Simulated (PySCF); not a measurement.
Al(H)(Cl)(Et) (C2H6AlCl), SMILES C[CH2][AlH][Cl].

Geometry optimised at PBE-D3(BJ)/def2-SVP. The structure was generated by enumeration; whether it is a known compound was not checked. The values are those of a single conformer.

Method: PBE-D3(BJ)/def2-SVP run with PySCF.

Frequencies are harmonic and unscaled.

| mode | ν (cm⁻¹) | IR (km/mol) | moving atoms (share of kinetic energy) |
|---|---|---|---|
| 1 | 19 | 0.3 | H 38 %, C 31 %, Al 19 %, Cl 12 % |
| 2 | 108 | 2.5 | Al 34 %, C 27 %, H 20 %, Cl 20 % |
| 3 | 176 | 2.0 | H 89 %, C 11 % |
| 4 | 236 | 4.7 | C 54 %, Cl 22 %, H 19 % |
| 5 | 376 | 37.8 | H 88 %, Al 11 % |
| 6 | 500 | 43.1 | Al 43 %, Cl 36 %, H 11 %, C 10 % |
| 7 | 600 | 82.2 | H 73 %, C 19 %, Al 8 % |
| 8 | 608 | 13.1 | C 38 %, Al 30 %, H 29 % |
| 9 | 657 | 243.1 | H 75 %, Al 22 % |
| 10 | 894 | 3.7 | H 92 % |
| 11 | 930 | 14.5 | H 86 %, C 13 % |
| 12 | 1016 | 22.6 | C 76 %, H 24 % |
| 13 | 1169 | 2.0 | H 60 %, C 39 % |
| 14 | 1194 | 2.4 | H 77 %, C 23 % |
| 15 | 1347 | 6.9 | H 84 %, C 16 % |
| 16 | 1369 | 3.2 | H 89 %, C 11 % |
| 17 | 1421 | 2.8 | H 97 % |
| 18 | 1432 | 6.8 | H 97 % |
| 19 | 1889 | 170.4 | H 96 % |
| 20 | 2953 | 17.0 | H 95 % |
| 21 | 2959 | 33.6 | H 97 % |
| 22 | 2995 | 3.5 | H 91 %, C 9 % |
| 23 | 3037 | 19.5 | H 91 %, C 9 % |
| 24 | 3046 | 21.4 | H 91 %, C 9 % |
